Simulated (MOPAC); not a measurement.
Input for MOPAC: PM6 on MoH+, 2S+1 = 5, a spin state set in the input, which need not be the lowest, a point of a bond scan (R = 1.824 Å). Charge +1.

```
PM6 1SCF PRECISE CHARGE=1 UHF MS=2 THREADS=1
HMo

Mo     0.00000000 1     0.00000000 1     0.00000000 1
H      0.00000000 1     0.00000000 1     1.82365100 1
```

The log:

```
*******************************************************************************
 **                                                                           **
 **                              MOPAC v23.2.5                                **
 **                                                                           **
 *******************************************************************************
 ** MOPAC's Digital Object Identifier: https://doi.org/10.5281/zenodo.6511958 **
 **                                                                           **
 ** Please cite the open-source release paper for use of this MOPAC version:  **
 ** J. E. Moussa and J. J. P. Stewart (2026)                                  **
 ** MOPAC: An open-source semiempirical molecular orbital program             **
 ** J. Open Source Softw., 11(119), 8025, https://doi.org/10.21105/joss.08025 **
 *******************************************************************************

                              PM6 CALCULATION RESULTS

 *******************************************************************************
 *  PM6        - The PM6 Hamiltonian to be used
 *  UHF        - UNRESTRICTED HARTREE-FOCK CALCULATION
 *
 *
 *
 *                 CHARGE ON SYSTEM = +1
 *
 *
 *
 *  MS=        - IN MECI, MAGNETIC COMPONENT OF SPIN =  2.0
 *  PRECISE    - TIGHTER CRITERIA TO BE USED
 *  1SCF       - DO 1 SCF AND THEN STOP
 *  THREADS=1  - MULTI-THREADING NOT USED
 *  T=         - A TIME OF 172800.0 SECONDS REQUESTED
 *  DUMP=N     - RESTART FILE WRITTEN EVERY 7200.0 SECONDS REQUESTED
 *******************************************************************************
PM6 1SCF PRECISE CHARGE=1 UHF MS=2 THREADS=1
 HMo

   ATOM   CHEMICAL          X               Y               Z
  NUMBER   SYMBOL      (ANGSTROMS)     (ANGSTROMS)     (ANGSTROMS)

     1      Mo          0.00000000  *   0.00000000  *   0.00000000  *
     2       H          0.00000000  *   0.00000000  *   1.82365100  *



          CARTESIAN COORDINATES

    NO.       ATOM           X           Y           Z

     1        Mo          0.0000      0.0000      0.0000
     2         H          0.0000      0.0000      1.8237

 General Reference for PM6:
 "Optimization of Parameters for Semiempirical Methods V: Modification of NDDO Approximations
 and Application to 70 Elements", J. J. P. Stewart, J. Mol. Mod., 13, 1173-1213 (2007)
 URL: https://link.springer.com/article/10.1007/s00894-007-0233-4

           Empirical Formula: H Mo  =     2 atoms



      MOLECULAR POINT GROUP   :   C*v


          UHF CALCULATION, NO. OF ALPHA ELECTRONS =    5
                           NO. OF BETA  ELECTRONS =    1

 -------------------------------------------------------------------------------
 PM6 1SCF PRECISE CHARGE=1 UHF MS=2 THREADS=1
 HMo



     1SCF WAS SPECIFIED, SO BFGS WAS NOT USED
     SCF FIELD WAS ACHIEVED


                              PM6 CALCULATION
                                                       MOPAC v23.2.5 Linux




          FINAL HEAT OF FORMATION =        328.92840 KCAL/MOL =    1376.23642 KJ/MOL


          COSMO AREA              =         84.42 SQUARE ANGSTROMS
          COSMO VOLUME            =         72.34 CUBIC ANGSTROMS

          IONIZATION POTENTIAL    =         14.221636 EV
          ALPHA SOMO LUMO (EV)    =        -14.222 -7.326
          BETA  SOMO LUMO (EV)    =        -16.741 -5.173
          NO. OF ALPHA ELECTRONS  =          5
          NO. OF BETA  ELECTRONS  =          1
          MOLECULAR WEIGHT        =         96.9479         POINT GROUP:  C*v

          MOLECULAR DIMENSIONS (Angstroms)

            Atom       Atom       Distance
            H     2   Mo     1     1.82365
            H     2   Mo     1     0.00000
           Mo     1    H     2     0.00000


          SCF CALCULATIONS        =          1





   ATOM   CHEMICAL          X               Y               Z
  NUMBER   SYMBOL      (ANGSTROMS)     (ANGSTROMS)     (ANGSTROMS)

     1      Mo          0.00000000  *   0.00000000  *   0.00000000  *
     2       H          0.00000000  *   0.00000000  *   1.82365100  *

                             CARTESIAN COORDINATES

   1   Mo        0.000000000     0.000000000     0.000000000
   2    H        0.000000000     0.000000000     1.823651000


           Empirical Formula: H Mo  =     2 atoms



      MOLECULAR POINT GROUP   :   C*v


          ALPHA EIGENVALUES
 -17.66172 -17.45144 -16.59425 -16.59425 -14.22164  -7.32592  -3.41250  -3.20322
  -3.20322  -0.87083


           BETA EIGENVALUES
 -16.74116  -5.17263  -4.69534  -4.56316  -4.40383  -4.40383  -2.19914  -0.03484
  -0.03484   0.31949


              NET ATOMIC CHARGES AND DIPOLE CONTRIBUTIONS

  ATOM NO.   TYPE          CHARGE      No. of ELECS.   s-Pop       p-Pop       d-Pop
    1         Mo           0.851543        5.1485     0.92636     0.02673     4.19537
    2          H           0.148457        0.8515     0.85154
 DIPOLE           X         Y         Z       TOTAL
 POINT-CHG.     0.000     0.000     1.209     1.209
 HYBRID         0.000     0.000    -2.054     2.054
 SUM            0.000     0.000    -0.845     0.845


          ATOMIC ORBITAL ELECTRON POPULATIONS

     Atom    s        px        py        pz      x^2-y^2     xz        z^2       yz        xy
    1 Mo   0.92636   0.00001   0.00001   0.02671   1.00000   0.99999   1.19539   0.99999   0.00000
    2  H   0.85154


                    (SZ)    =    2.000000
                    (S**2)  =    6.019192


          ATOMIC ORBITAL SPIN POPULATIONS

    Atom   Total    s     px     py     pz   x^2-y^2  xz     z^2    yz     xy
         Atomic
    1 Mo  4.1207  0.837  0.000  0.000  0.010  1.000  1.000  0.274  1.000  0.000
    2  H -0.1207 -0.121

 **********************
 *                    *
 * JOB ENDED NORMALLY *
 *                    *
 **********************




 == MOPAC DONE ==
```

The run finished.

Cost: roughly 0.04 core-seconds.
